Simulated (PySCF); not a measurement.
## State search for SeI⁺

Unrestricted PBE0; PySCF, scalar-relativistic core potentials, basis sets Se def2-SVP, I def2-SVP with ECP28. Outer shells of the fragments: Se+ 3d10 4s2 4p3; I 4d10 5s2 5p5.

Followed along the bond (rough minima from three points):

| 2Ms+1 | unpaired | ⟨S²⟩ at the start | R at minimum (Å) | Te (eV) |
| --- | --- | --- | --- | --- |
| 3 | π ↑↑ | 2.01 | 2.38 | 0.00 |
| 1 | π ↑↓ | 1.01 | 2.38 | 0.27 |
| 1 | none | 0.00 | 2.37 | 1.09 |
| 5 | σ ↑, π ↑↑↑ | 6.00 | none in the scan | ≤ 2.40 |

Solutions found at the starting distance of 2.525 Å, counted from the lowest of them; the search is not exhaustive and high or unbound solutions are not listed, so other states can lie among these:

```tsv
2Ms+1	unpaired	term	E (eV)	⟨S²⟩	⟨Lz²⟩	μ (D)
3	π ↑↑	³Σ⁻	0.00	2.01	0.00	-1.29
1	π ↑↓	mixed	0.28	1.01	2.01	-1.06
1	none	mixed	1.11	0.00	2.00	-0.58
3	π ↑↑	mixed	1.98	2.00	2.01	1.05
3	σ ↑, π ↑	³Π	2.84	2.03	1.11	-1.23
1	σ ↓, π ↑	mixed	2.88	1.56	1.03	-1.01
```

A term symbol is given only where ⟨S²⟩ and ⟨Lz²⟩ are close to those of a pure state; real π, δ and φ orbitals otherwise mix terms. A positive dipole points towards I; it is taken about the centre of mass and depends on that origin.

Spin–orbit coupling is left out. Counting both spins, an empty level lies below a filled one in some of these solutions, because spin and occupation are held.
